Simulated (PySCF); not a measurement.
A structure optimised at PBE0-D3(BJ)/def2-TZVPD, used in a PySCF frequency run:

```
C
F 1 1.3312
H 1 1.0817 2 115.10
H 1 1.0817 3 124.75 2 -153.52
```
Charge 0, spin multiplicity 2.

Write its SMILES, formula and point group.

[CH2]F, CH₂F, Cs

What are its rotational constants (standard atomic weights)?

263.95, 31.211, 28.106 GHz
